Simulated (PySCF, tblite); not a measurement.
Potential energy surface of H2N (anion, charge -1), singlet: map of symmetric stretch and bend. Scanned: N-H bond length and H-N-H angle.

GFN2-xTB, 300 K electronic temperature (tblite); RHF/aug-cc-pVDZ (PySCF); PBE/aug-cc-pVDZ (PySCF); B3LYP/aug-cc-pVDZ (PySCF); MP2 on RHF/aug-cc-pVDZ, 1 core orbital frozen (PySCF); CCSD on RHF/aug-cc-pVDZ, 1 core orbital frozen (PySCF); CCSD(T) on RHF/aug-cc-pVDZ, 1 core orbital frozen (PySCF).

Energies in eV at chosen points (x: N-H bond length (Å); y: H-N-H angle (°)), relative to x = 1.03, y = 100:

```csv
method,"(0.98, 110)","(0.93, 150)","(1.39, 100)","(0.93, 170)","(1.39, 160)","(0.98, 170)","(0.93, 120)"
GFN2-xTB,0.212,1.844,1.633,2.527,4.028,2.412,0.779
RHF,0.077,1.235,2.765,1.656,5.167,1.517,0.498
PBE,0.167,1.206,2.092,1.517,4.127,1.280,0.648
B3LYP,0.133,1.182,2.271,1.518,4.375,1.315,0.585
MP2,0.152,1.242,2.386,1.587,4.449,1.343,0.632
CCSD,0.155,1.294,2.219,1.665,4.324,1.434,0.641
CCSD(T),0.166,1.303,2.118,1.667,4.160,1.424,0.660
```
